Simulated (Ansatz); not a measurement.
Molecule: GeF$_{3}$, charge -1, multiplicity 1. 
Coordinates optimised at B3LYP-D3(BJ)/def2-TZVP (Ansatz, a quantum-chemistry and plane-wave program):
```
Ge
F 1 1.8360
F 1 1.8360 2 95.45
F 1 1.8360 2 95.45 3 -96.03
```
Charge -1, spin multiplicity 1.

Basis-set convergence of Hartree-Fock and CCSD correlation energies (hartree) with Ansatz. Valence correlation only, unless marked. Spin-orbit coupling is left out. The frozen core is the preceding noble-gas configuration, with the filled d and f shells of earlier blocks. Non-relativistic. This anion needs diffuse functions, which these sets lack.

```json
[
 {"basis": "cc-pVDZ", "functions": "69", "E(HF)": "-2373.82134", "E(corr, CCSD)": "-0.66139"},
 {"basis": "cc-pVTZ", "functions": "133", "E(HF)": "[?]", "E(corr, CCSD)": "[?]"}
]
```

**Question.** Some entries are withheld; supply them.

**Answer.** 
- cc-pVTZ, E(HF): -2374.00827
- cc-pVTZ, E(corr, CCSD): -0.87995
